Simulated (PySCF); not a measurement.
Match the calculated data to a structure.

All candidates are C4H14FNSi3.

| technique | computed result |
| --- | --- |
| 13C NMR | chemical shifts (computed TMS as zero) by class: 169.3 (1 C), 106.5 (1 C), 31.8 (1 C), -9.9 (1 C) ppm [GIAO PBE0/pcSseg-1] |
| 1H NMR | chemical shifts (computed TMS as zero) by class: 7.24 (1 H), 5.07 (2 H), 4.31 (2 H), 4.02 (2 H), 2.80 (3 H), 0.21 (3 H), -0.11 (1 H) ppm [GIAO PBE0/pcSseg-1] |
| Rotational structure | rotational constants A, B, C: 1.090, 0.664, 0.563 GHz [GFN2-xTB] |
| NMR, other nuclei | isotropic shieldings of nuclei other than C and H, by class: 250 (1 N), 227 (1 F), 395 (1 Si), 422 (1 Si), 429 (1 Si) ppm [GIAO PBE0/pcSseg-1] |
| Dipole | 1.28 D [PBE0/pcSseg-1] |

Electronic properties: PySCF, gas phase, density fitting. Levels stand in brackets. Isolated species at its GFN2-xTB geometry (one conformer only). NMR values are class means; diastereotopic atoms form classes of their own.

Question: Which candidate is it?
A. `F[C@@H]1C[C@H]([SiH3])[Si@@H](N[SiH3])C1`
B. `CN[SiH2]/C(=C\F)[SiH2][SiH2]C`
C. `F[SiH2][SiH2]N(C[SiH3])C1CC1`
D. `CC[C@@H]1[SiH2][Si@@H](N[SiH3])[C@@H]1F`
E. `C/N=C\C[Si]([SiH3])([SiH3])CF`

Answer: B. It is `CN[SiH2]/C(=C\F)[SiH2][SiH2]C`. Numbering: `[CH3:1][NH:2][SiH2:3]/[C:4](=[CH:5]\[F:6])[SiH2:7][SiH2:8][CH3:9]`. Its formula, C4H14FNSi3, gives 1 degree of unsaturation: 0 rings and 1 π bond in the structure found. 4 carbons fall into 4 classes; from least to most shielded: vinylic C–F carbon [C5] (169.3 ppm), fully substituted alkene carbon [C4] (106.5 ppm), N-methyl carbon [C1] (31.8 ppm), Si-methyl carbon [C9] (-9.9 ppm). Hydrogen classes from least to most shielded: 1 H on a vinylic C–F carbon, C5 (7.24 ppm), 2 H on an SiH2 silicon, Si3 (5.07 ppm, a mean of values up to 0.8 ppm apart in this geometry), 2 H on an SiH2 silicon, Si7 (4.31 ppm), 2 H on an SiH2 silicon, Si8 (4.02 ppm), 3 H on an N-methyl carbon, C1 (2.80 ppm), 3 H on an Si-methyl carbon, C9 (0.21 ppm), 1 H on a silicon-bound nitrogen, N2 (-0.11 ppm). The other shieldings belong to: 250 ppm, silicon-bound nitrogen [N2]; 227 ppm, vinyl fluorine [F6]; 395 ppm, SiH2 silicon [Si3]; 422 ppm, SiH2 silicon [Si7]; 429 ppm, SiH2 silicon [Si8]. The optimised geometry has point group C1 and is an asymmetric top.

The others, at the same levels:
- `C/N=C\C[Si]([SiH3])([SiH3])CF` fails: its computed 13C shifts are 166.8 (1 C), 81.6 (1 C), 39.6 (1 C), 19.3 (1 C) ppm, 1H shifts are 7.62 (1 H), 5.13 (2 H), 3.57 (6 H), 3.31 (3 H), 1.64 (2 H) ppm and dipole moment is 1.98 D (against 1.28 D).
- `F[SiH2][SiH2]N(C[SiH3])C1CC1` fails: it has 3 carbon classes against 4; its computed 13C shifts are 38.6 (1 C), 36.1 (1 C), 8.5 (2 C) ppm, 1H shifts are 5.73 (2 H), 5.02 (2 H), 3.96 (3 H), 2.61 (2 H), 2.45 (1 H), 0.36 (2 H), 0.34 (2 H) ppm and rotational constant A is 1.467 GHz (against 1.090 GHz).
- `F[C@@H]1C[C@H]([SiH3])[Si@@H](N[SiH3])C1` fails: its computed 13C shifts are 99.5 (1 C), 41.5 (1 C), 25.6 (1 C), 3.6 (1 C) ppm, 1H shifts are 5.46 (1 H), 5.29 (1 H), 4.78 (3 H), 4.06 (3 H), 2.28 (1 H), 2.04 (1 H), 1.57 (1 H), 0.64 (1 H), 0.57 (1 H), -0.15 (1 H) ppm and rotational constant A is 1.417 GHz (against 1.090 GHz).
- `CC[C@@H]1[SiH2][Si@@H](N[SiH3])[C@@H]1F` fails: its computed 13C shifts are 106.3 (1 C), 41.6 (1 C), 26.0 (1 C), 17.1 (1 C) ppm, 1H shifts are 5.42 (1 H), 5.36 (1 H), 4.83 (3 H), 4.66 (1 H), 4.61 (1 H), 1.88 (1 H), 1.73 (1 H), 1.70 (1 H), 1.02 (3 H), -0.44 (1 H) ppm and rotational constant A is 1.964 GHz (against 1.090 GHz).

Each candidate is one conformer, not necessarily the lowest. The conformers computed, where there is a choice (atom-mapped SMILES and torsion angles):
- `[CH3:1][NH:2][SiH2:3]/[C:4](=[CH:5]\[F:6])[SiH2:7][SiH2:8][CH3:9]`: C1–N2–Si3–C4 -61°, N2–Si3–C4–C5 91°, Si3–C4–Si7–Si8 64°, C4–Si7–Si8–C9 55°
- `[CH3:1]/[N:2]=[CH:3]\[CH2:4][Si:5]([SiH3:6])([SiH3:7])[CH2:8][F:9]`: N2–C3–C4–Si5 93°, C3–C4–Si5–Si6 -173°, C4–Si5–C8–F9 177°
- `[F:1][SiH2:2][SiH2:3][N:4]([CH2:5][SiH3:6])[CH:7]1[CH2:8][CH2:9]1`: F1–Si2–Si3–N4 153°, Si2–Si3–N4–C5 -158°, Si3–N4–C5–Si6 135°, Si3–N4–C7–C8 104°
- `[CH3:1][CH2:2][C@@H:3]1[SiH2:4][Si@@H:5]([NH:6][SiH3:7])[C@@H:8]1[F:9]`: C1–C2–C3–Si4 -64°, Si4–Si5–N6–Si7 -163°

The conformers of `F[C@@H]1C[C@H]([SiH3])[Si@@H](N[SiH3])C1` aren't listed.
